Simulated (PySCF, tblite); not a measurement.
Isomers of C4H6O3SSi, one GFN2-xTB conformer each. Single-point energies are computed at PBE0/pcSseg-1 (PySCF, gas phase, no added dispersion term), electronic only.

Task: Rank them by PBE0/pcSseg-1 energy, lowest first (kcal/mol).
A. `[CH3:1][O:2][SiH2:3][S:4][C:5](=[C:6]=[O:7])[CH:8]=[O:9]` with C1–O2–Si3–S4 176°, O2–Si3–S4–C5 -45°, Si3–S4–C5–C6 145°, S4–C5–C8–O9 5°
B. `[O:1]=[S:2](=[O:3])([OH:4])[C:5]1=[CH:6][CH:7]=[CH:8][SiH2:9]1` with O1–S2–O4–H -125°, O1–S2–C5–C6 143°

Result: A (0.0), B (65.0).

As drawn, the lower has a C=O bond, cumulated double bonds and an Si–O bond, which the higher lacks; the higher has an O–H bond, an Si–C bond and an S=O bond, which the lower lacks. GFN2-xTB itself gives, in the same order: 0.0, 48.1. Both levels put the same isomer lowest.

Task: Which frontier levels, dipoles and rotational constants go with these structures?

Result: 
| SMILES | HOMO (eV, PBE0/pcSseg-1) | LUMO (eV) | dipole (D) | A, B, C (MHz) |
| --- | --- | --- | --- | --- |
| CO[SiH2]SC(=C=O)C=O | -6.76 | -2.33 | 1.96 | 1855, 788.4, 728.8 |
| O=S(=O)(O)C1=CC=C[SiH2]1 | -7.59 | -2.49 | 4.46 | 2429, 895.1, 763.9 |

Task: What happens when harmonic zero-point energies from GFN2-xTB frequencies are added?

Result: 
```
                  SMILES  ZPE (kcal/mol)  electronic (kcal/mol)  with ZPE (kcal/mol)
     CO[SiH2]SC(=C=O)C=O            58.2                    0.0                  0.0
O=S(=O)(O)C1=CC=C[SiH2]1            57.8                   65.0                 64.7
```

The zero-point energies span 0.4 kcal/mol. The order is unchanged.
